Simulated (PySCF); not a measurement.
SMILES C#C[CH2], doublet, CAM-B3LYP/def2-SVP optimised geometry.

```
6

C      1.04     0.00     0.00
C     -0.18     0.00     0.00
C     -1.56     0.00     0.00
H      2.12     0.00     0.00
H     -2.12    -0.94    -0.07
H     -2.11     0.94     0.08
```

Density from PySCF with unrestricted CAM-B3LYP/def2-TZVP at that geometry.

Minimum of the electron density along straight lines between bonded atoms, close to the bond critical point (lines longer than 1.1 times the sum of covalent radii, or with two minima, are not listed):

```
bond   length / Å  ρ at the minimum / e bohr⁻³  ∇²ρ there / e bohr⁻⁵  position (fraction from the first atom)
-----  ----------  ---------------------------  --------------------  ---------------------------------------
C1–C2       1.226                        0.403                 -1.15                                     0.49
C2–C3       1.373                        0.319                 -0.96                                     0.53
C1–H4       1.074                        0.284                 -1.04                                     0.67
C3–H5       1.092                        0.278                 -0.97                                     0.65
C3–H6       1.092                        0.278                 -0.97                                     0.65
```
